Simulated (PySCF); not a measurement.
Simulation results for BGeH$_{3}$N$_{2}$, BGeH$_{6}$NSi, BGeH$_{3}$NO

Computed with PySCF 2.14.0. Calculation on a computer-drawn molecule: optimised geometry and harmonic frequencies of an isolated molecule of the commonest isotopes, restricted reference for singlets and unrestricted otherwise, frozen core in MP2; on germanium a core potential holds 10 electrons, which the energies leave out, and 3d is frozen in MP2 and coupled-cluster steps.

Common to all runs: charge 0; basis and core potential on germanium cc-pVDZ-PP ECP10MDF.

(1) BGeH$_{3}$N$_{2}$

Start structure:
```xyz
7
BGeH3N2
N     -0.2756     2.0005     0.5284
B      0.1415     0.8705     0.2644
N      0.6366    -0.4120    -0.0340
Ge     2.4244    -0.8999    -0.0619
H     -0.6037     2.9025     0.7392
H     -0.0650    -1.0984    -0.2455
H      2.1110    -2.4063    -0.4604
```

Here we set multiplicity 1, method MP2 and basis cc-pVDZ.

It finds rotational constants 27.72, 1.894, 1.773 GHz; total energy -429.2325 hartree; convergence status largest gradient component 3.177e-05 hartree/bohr.

Drawn bonds:
```csv
atom,other atom,order
1,2,2
2,3,1
3,4,1
1,5,1
3,6,1
4,7,1
```

Optimised structure:
```xyz
7
BGeH3N2
N     -0.2802     2.0230     0.5339
B      0.1349     0.8676     0.2633
N      0.6288    -0.4337    -0.0400
Ge     2.4407    -0.8962    -0.0601
H     -0.6022     2.9432     0.7496
H     -0.0794    -1.1360    -0.2558
H      2.1266    -2.4110    -0.4607
```

Modes:
```csv
frequency (cm⁻¹),reduced mass (dalton)
71.95,1.64
123.6,7.181
240.2,1.17
362.4,2.537
448,1.753
474.2,3.416
625.4,1.092
625.6,2.845
803.5,1.278
992.2,2.846
1193,1.469
1936,1.023
2012,8.182
3608,1.075
3907,1.1
```

(2) BGeH$_{6}$NSi

Start structure:
```xyz
10
BGeH6NSi
N     -2.0468     0.3305    -0.5129
B     -1.0842     0.6807     0.0352
Ge     0.5626     1.0973     0.9534
Si     1.4710    -0.3901     2.5597
H     -2.9674     0.0836    -0.9483
H      1.6169     1.5054    -0.0061
H      0.3717     2.4852     1.6451
H      2.6863     0.1526     3.1807
H      1.7854    -1.6605     1.9450
H      0.5626    -0.6091     3.6122
```

Settings of this run: multiplicity 1, method HF and basis cc-pV(D+d)Z.

Results for BGeH$_{6}$NSi: rotational constants 5.79, 1.802, 1.421 GHz; total energy -664.9533 hartree; convergence status largest gradient component 1.909e-05 hartree/bohr.

Drawn bonds:
```csv
atom,other atom,order
1,2,2
2,3,1
3,4,1
1,5,1
3,6,1
3,7,1
4,8,1
4,9,1
4,10,1
```

Optimised structure:
```xyz
10
BGeH6NSi
N     -2.0987     0.2602    -0.4671
B     -1.0645     0.6530     0.0672
Ge     0.6654     1.2686     0.9853
Si     1.4456    -0.3862     2.5475
H     -2.9288    -0.0470    -0.9004
H      1.7237     1.5228    -0.0933
H      0.3883     2.5918     1.7066
H      2.6983     0.0825     3.1846
H      1.7070    -1.6604     1.8399
H      0.4218    -0.6098     3.5937
```

Modes:
```csv
frequency (cm⁻¹),reduced mass (dalton)
82.07,5.257
93.16,1.055
257.6,2.209
326.3,3.912
360.2,7.939
370.7,1.196
443.4,10.37
549.4,1.201
556,1.212
567,1.259
589.5,1.278
747.5,1.099
759.1,1.078
944.4,1.036
982.3,1.087
1025,1.036
1025,1.037
2072,7.67
2212,1.024
2221,1.017
2312,1.037
2315,1.033
2316,1.052
4082,1.103
```

(3) BGeH$_{3}$NO

Start structure:
```xyz
7
BGeH3NO
N     -0.1201    -2.3257     0.1222
B     -0.4023    -1.1283     0.5737
Ge    -0.8844     0.7191     1.1292
O      0.6437     1.1738     1.9802
H      0.1702    -3.2164    -0.1455
H     -1.9824     0.6159     2.3992
H      0.6045     1.9121     2.5553
```

Here we set multiplicity 2, method HF and basis cc-pVDZ.

The calculation gives: rotational constants 13.18, 2.568, 2.176 GHz; total energy -449.1251 hartree; spin squared 0.7567; convergence status largest gradient component 3.044e-05 hartree/bohr.

Drawn bonds:
```csv
atom,other atom,order
1,2,2
2,3,1
3,4,1
1,5,1
3,6,1
4,7,1
```

Optimised structure:
```xyz
7
BGeH3NO
N     -0.1271    -2.3498     0.1142
B     -0.3567    -1.2458     0.5991
Ge    -0.8146     0.6298     1.2822
O      0.6663     1.2585     2.0523
H      0.0769    -3.2393    -0.2584
H     -1.9702     0.6269     2.2986
H      0.5545     2.0702     2.5263
```

Modes:
```csv
frequency (cm⁻¹),reduced mass (dalton)
132.2,5.585
207.4,1.114
272.4,3.06
362.6,5.707
442.1,9.512
546.5,1.231
573.1,1.242
633.9,1.226
730.9,10.87
758,1.078
947.2,1.118
2075,7.092
2169,1.033
4080,1.103
4155,1.067
```

(4) BGeH$_{3}$N$_{2}$

Start structure:
```xyz
7
BGeH3N2
N      2.3155    -2.1389    -2.3970
B      1.7113    -2.3246    -1.3593
Ge     0.6462    -2.5774     0.3942
N     -0.8866    -1.7324    -0.2357
H      2.8521    -2.0324    -3.2864
H     -1.7530    -1.6628     0.2590
H     -1.0568    -1.3895    -1.1995
```

Settings of this run: multiplicity 1, method HF and basis cc-pVDZ.

Results for BGeH$_{3}$N$_{2}$: rotational constants 11.38, 2.662, 2.157 GHz; total energy -428.7247 hartree; convergence status largest gradient component 2.927e-05 hartree/bohr.

Drawn bonds:
```csv
atom,other atom,order
1,2,2
2,3,1
3,4,1
1,5,1
4,6,1
4,7,1
```

Optimised structure:
```xyz
7
BGeH3N2
N      2.3791    -2.1598    -2.4479
B      1.6926    -2.2811    -1.4309
Ge     0.5847    -2.5365     0.3737
N     -0.9302    -1.7622    -0.2437
H      2.9293    -2.0629    -3.2598
H     -1.7423    -1.6805     0.3390
H     -1.0846    -1.3750    -1.1552
```

Modes:
```csv
frequency (cm⁻¹),reduced mass (dalton)
126.7,3.916
233.5,3.904
367.8,7.541
411.5,5.607
483.6,1.236
520.6,1.247
563.8,1.219
588.5,1.105
738.5,5.531
840.8,1.229
1689,1.116
2038,7.723
3770,1.049
3879,1.099
4081,1.102
```

(5) BGeH$_{3}$N$_{2}$

Start structure:
```xyz
7
BGeH3N2
N      2.3791    -2.1598    -2.4479
B      1.6926    -2.2811    -1.4309
Ge     0.5847    -2.5365     0.3737
N     -0.9302    -1.7622    -0.2437
H      2.9293    -2.0629    -3.2598
H     -1.7423    -1.6805     0.3390
H     -1.0846    -1.3750    -1.1552
```

Settings of this run: multiplicity 1, method MP2 and basis cc-pVDZ.

The calculation gives: rotational constants 10.96, 2.661, 2.141 GHz; total energy -429.2180 hartree; convergence status largest gradient component 2.629e-05 hartree/bohr.

Drawn bonds:
```csv
atom,other atom,order
1,2,2
2,3,1
3,4,1
1,5,1
4,6,1
4,7,1
```

Optimised structure:
```xyz
7
BGeH3N2
N      2.3764    -2.1574    -2.4508
B      1.6755    -2.2834    -1.4070
Ge     0.5980    -2.5513     0.4012
N     -0.9256    -1.7633    -0.2465
H      2.9279    -2.0548    -3.2819
H     -1.7566    -1.6745     0.3370
H     -1.0669    -1.3733    -1.1767
```

Modes:
```csv
frequency (cm⁻¹),reduced mass (dalton)
108.9,4.072
198.3,4.45
336.7,6.689
392.4,8.854
464.5,1.158
469.1,1.235
491.3,1.207
599.3,1.078
706.4,5.277
770.3,1.246
1553,1.119
1848,7.786
3570,1.048
3696,1.099
3854,1.101
```

(6) BGeH$_{6}$NSi

Start structure:
```xyz
10
BGeH6NSi
N     -2.3022     0.2126    -0.2156
Si    -1.7288    -0.4175    -1.5495
B     -0.3810    -1.8121    -1.8451
Ge     1.5366    -1.3361    -1.9122
H     -1.9701    -0.0186     0.7460
H     -2.5010     0.1283    -2.7351
H     -0.7312    -2.9210    -1.8345
H      2.2105    -1.5705    -0.5085
H      2.4495    -2.1464    -2.7997
H      1.9115     0.1343    -2.1466
```

Settings of this run: multiplicity 1, method HF and basis cc-pV(D+d)Z.

The calculation gives: rotational constants 12.23, 1.064, 1.031 GHz; total energy -664.8594 hartree; convergence status largest gradient component 4.824e-06 hartree/bohr.

Drawn bonds:
```csv
atom,other atom,order
1,2,2
2,3,1
3,4,1
1,5,1
2,6,1
3,7,1
4,8,1
4,9,1
4,10,1
```

Optimised structure:
```xyz
10
BGeH6NSi
N     -2.4387     0.2638    -0.2010
Si    -1.8386    -0.3885    -1.5069
B     -0.3619    -1.7628    -1.7239
Ge     1.6797    -1.3221    -1.8705
H     -2.1273     0.0296     0.7243
H     -2.3926     0.0569    -2.8024
H     -0.6552    -2.9258    -1.7529
H      2.3474    -1.7466    -0.5546
H      2.3162    -2.1186    -3.0162
H      1.9648     0.1671    -2.0966
```

Modes:
```csv
frequency (cm⁻¹),reduced mass (dalton)
34.71,2.046
43.01,1.271
115.3,3.844
207.5,2.669
397.1,2.823
438.9,1.108
462.9,1.279
629.1,1.743
647.4,1.189
694.6,2.511
749.1,1.798
811.8,1.076
893.9,1.074
925.5,1.114
954.3,1.064
974.4,1.027
996.6,1.367
1213,7.623
2201,1.022
2208,1.023
2224,1.013
2330,1.042
2714,1.091
3821,1.079
```
